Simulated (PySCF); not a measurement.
Constitutional and geometric isomers with formula C2H6OS. Isolated molecules, 0 K electronic values unless said otherwise. One relaxed conformer stands for each flexible species; it need not be the lowest. Strings in code marks are SMILES.

Level of theory: M06-2X/def2-TZVP // PBE0-D3(BJ)/def2-TZVP (PySCF). Delta-SCF ions had no search for a lower state. Excitations are Tamm–Dancoff values on a coarser integration grid. The basis has no diffuse functions, so Rydberg states are missing or too high.

```json
[
 {"species": "`CSCO` (C–S–C–O torsion -65°, S–C–O–H torsion -54°)", "HOMO–LUMO gap (eV)": "9.51", "vertical ionisation energy (Delta-SCF) (eV)": "9.11", "S1–T1 gap (TDA) (eV)": "0.40", "HOMO (eV)": "-7.87"},
 {"species": "`COCS` (C–O–C–S torsion -69°, O–C–S–H torsion -68°)", "HOMO–LUMO gap (eV)": "9.66", "vertical ionisation energy (Delta-SCF) (eV)": "9.68", "S1–T1 gap (TDA) (eV)": "0.39", "HOMO (eV)": "-8.37"},
 {"species": "`[C@H](C)(O)S` (S–C–O–H torsion 47°, O–C–S–H torsion 66°)", "HOMO–LUMO gap (eV)": "9.50", "vertical ionisation energy (Delta-SCF) (eV)": "9.66", "S1–T1 gap (TDA) (eV)": "0.40", "HOMO (eV)": "-8.36"}
]
```
